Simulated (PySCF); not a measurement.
**Assignment exercise: C5H8N2**

Atom-mapped SMILES (the numbers label the heavy atoms): `[CH2:1]=[CH:2][C@@H:3]1[CH:4]=[N:5][NH:6][CH2:7]1`. Hydrogens are named by the atom that carries them. Ha(C7) is cis to C2 on the ring; Ha(C1) is cis to C3; Hb(C7) is trans to C2 on the ring; Hb(C1) is trans to C3.

A single conformation, isolated molecule, relativity neglected. Shielding tensors at PBE0/pcSseg-1 (GIAO); geometry: GFN2-xTB; PySCF 2.14.

Referencing at the same level of theory: ¹³C and ¹H against TMS.

(1) Assign these signals to the numbered atoms. ¹³C{¹H} NMR (computed): δ 147.8 (CH), 139.0 (CH), 121.7 (CH2), 56.3 (CH), 54.5 (CH2).

(2) Assign these signals to the numbered atoms. ¹H NMR (300 MHz, computed): δ 5.99 (d, 1H), 5.86 (m, 1H), 5.39 (m, 1H), 5.30 (m, 1H), 4.74 (br s, 1H), 3.91 (m, 1H), 3.67 (m, 1H), 3.15 (m, 1H).

Answers

(1) 
| δ (ppm) | atoms | environment | reason |
| --- | --- | --- | --- |
| 147.8 | C2 | alkene CH | the olefinic region |
| 139.0 | C4 | C=N carbon | – |
| 121.7 | C1 | terminal =CH2 carbon | the olefinic region |
| 56.3 | C3 | allylic sp3 CH | – |
| 54.5 | C7 | sp3 CH2 bonded to N | pulled downfield by the heteroatom |

C3 and C7 lie closer than the usual error of such a calculation, so a measured spectrum could show them in the other order.

(2) 
```tsv
δ (ppm)	atoms	environment	reason
5.99	H(C4)	hydrogen on a C=N carbon	–
5.86	H(C2)	hydrogen on an alkene CH	attached to an sp2 carbon and in the plane of the double bond
5.39	Ha(C1)	hydrogen on a terminal =CH2 carbon	a vinylic proton, deshielded by the sp2 carbon and the C=C anisotropy
5.30	Hb(C1)	hydrogen on a terminal =CH2 carbon	–
4.74	H(N6)	hydrogen on a nitrogen bonded to O or N	exchangeable; this is the value without hydrogen bonding to other molecules
3.91	Hb(C7)	hydrogen on an sp3 CH2 bonded to N	its carbon carries N, hence the downfield position
3.67	H(C3)	hydrogen on an allylic sp3 CH	–
3.15	Ha(C7)	hydrogen on an sp3 CH2 bonded to N	its carbon carries N, hence the downfield position
```

Ha(C1) and Hb(C1) lie closer than the usual error of such a calculation, so a measured spectrum could show them in the other order.

OH and NH positions are those of a molecule without intermolecular hydrogen bonds; in solution they move with solvent, concentration and temperature, and exchange usually removes their couplings. Shifts are as computed. Against solution values, carbons near 30 ppm lie about +3 ppm off and those near 130 ppm about +5 ppm. Of 1211 compounds with measured shifts, 218 miss one by over three times the rms of a fit or turn the order of signals round; such compounds aren't used in these exercises. Multiplicities follow the n + 1 count of equivalent neighbours, as no J values were calculated; m marks all less simple cases, F and P coupling included.
